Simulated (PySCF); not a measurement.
Br²⁺ (bromine, charge +2) across methods

[Ar] 3d10 4s1 4p3 4d1, high-spin 6D determinant (an excited configuration). Calculation: PySCF 2.14, in aug-cc-pwCVDZ-PP with ECP10MDF (6s5p4d1f, 48 functions); scalar relativity through the core potential.

```
method  E (hartree)  mean ε 4s α (eV)  mean ε 4p α (eV)  mean ε 4d α (eV)  Σ⟨r²⟩ (bohr²)   ⟨S²⟩
 B3LYP    -414.6230           -48.631           -33.613           -15.049          28.26  8.750
 M06-L    -414.6228           -47.392           -32.818           -14.416          28.13  8.751
   UHF   -413.43169           -57.273           -39.134           -18.025          28.31  8.751
  BLYP    -414.5253           -46.114           -31.925           -14.076          28.31  8.750
r2SCAN    -414.4681           -47.848           -33.116           -14.424          28.19  8.751
  PBE0    -414.5634           -49.351           -34.192           -15.424          28.19  8.750
   LDA    -413.9525           -46.649           -32.406           -14.321          28.34  8.750
   M06    -414.6627           -49.001           -33.944           -15.088          28.20  8.751
   PBE    -414.5775           -46.460           -32.330           -14.416          28.25  8.750
```

Energies and moments cover only the electrons outside the core potential. The outer electron is Rydberg-like, and this basis confines it to a smaller radius and binds it less than a complete one would.
